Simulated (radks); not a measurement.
Problem. The arsenic ion As4+, 29 electrons, occupied as [Ar] 3d10 4s1. Method: Dirac Kohn-Sham, HCTH/407, spin-unpolarised, spherical densities, finite nucleus; Fermi nuclear charge, rms radius 4.0968 fm; computed with a radial shooting solver on a logarithmic mesh with Libxc functionals. Some entries of the table are withheld. Estimate them.

orbital,occ.,eigenvalue (hartree),<r> (bohr)
1s1/2,2,-432.2522,0.04552
2s1/2,2,(1),0.2025
2p1/2,2,(2),0.1745
2p3/2,4,(3),0.1782
3s1/2,2,-8.88973,0.5970
3p1/2,2,-6.93773,0.6075
3p3/2,4,-6.75212,0.6179
3d3/2,4,-3.39572,0.6591
3d5/2,6,-3.36814,0.6633
4s1/2,1,-2.08369,1.682

Solution. 
(1) 2s1/2 eigenvalue (hartree): -56.56404
(2) 2p1/2 eigenvalue (hartree): -50.79027
(3) 2p3/2 eigenvalue (hartree): -49.44544
